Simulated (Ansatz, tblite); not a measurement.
Removing and adding an electron: Cu(PH3)F (CuPH₃F). Charge 0, multiplicity 1. Geometry: r2SCAN-D4/def2-TZVP. Ansatz, gas phase; energy differences of separate SCF runs; the oxidised species was run as a doublet alone; the reduced species was run as a doublet alone.

```xyz
6

Cu   -1.298    0.606    0.216
P     0.576   -0.269   -0.096
H     1.136   -0.264   -1.392
H     0.757   -1.640    0.190
H     1.698    0.227    0.604
F    -2.870    1.340    0.478
```

The xTB rows come from tblite. Correlated methods freeze 15 core orbitals.

| level | −HOMO (eV) | vertical IE (eV) | −LUMO (eV) | vertical EA (eV) | HOMO–LUMO gap (eV) | IE − EA (eV) | remarks |
| --- | --- | --- | --- | --- | --- | --- | --- |
| GFN1-xTB | 10.56 | 13.73 | 6.94 | 3.47 | 3.62 | 10.26 | – |
| GFN2-xTB | 9.70 | 13.78 | 6.60 | 3.84 | 3.09 | 9.94 | – |
| HF/def2-TZVPD | – | – | – | -1.12 | – | – | HOMO above zero (-1 doublet) |
| HF/def2-TZVPP | – | 6.74 | – | – | – | – | – |
| PBE-D4/def2-TZVP | 5.96 | 9.74 | 1.65 | – | 4.30 | – | – |
| PBE-D4/def2-TZVPD | 6.01 | – | 1.78 | -0.36 | 4.23 | – | HOMO above zero (-1 doublet) |
| r2SCAN-D4/def2-TZVP | 6.03 | 9.61 | 1.44 | – | 4.60 | – | – |
| r2SCAN-D4/def2-TZVPD | 6.07 | – | 1.54 | -0.49 | 4.52 | – | HOMO above zero (-1 doublet) |
| PBE0-D4/def2-TZVP | 7.37 | 9.54 | 0.80 | – | 6.57 | – | – |
| PBE0-D4/def2-TZVPD | 7.41 | – | 0.96 | -0.48 | 6.45 | – | HOMO above zero (-1 doublet) |
| MP2/def2-TZVPD | – | – | – | -0.72 | – | – | HOMO above zero (-1 doublet) |
| MP2/def2-TZVPP | – | 10.99 | – | – | – | – | – |
| CCSD/def2-TZVPD | – | – | – | -0.68 | – | – | HOMO above zero (-1 doublet) |
| CCSD/def2-TZVPP | – | 9.30 | – | – | – | – | – |
| CCSD(T)/def2-TZVPD | – | – | – | -0.62 | – | – | HOMO above zero (-1 doublet) |
| CCSD(T)/def2-TZVPP | – | 9.62 | – | – | – | – | – |

   A HOMO above zero means that the electron is unbound at that level or that self-interaction error raises the level; the energy of removing that electron tells which. Raw xTB energy differences between charge states are shifted by several eV; the methods need an empirical correction for them. A negative affinity means that the extra electron isn't bound; its size then hangs on the basis.
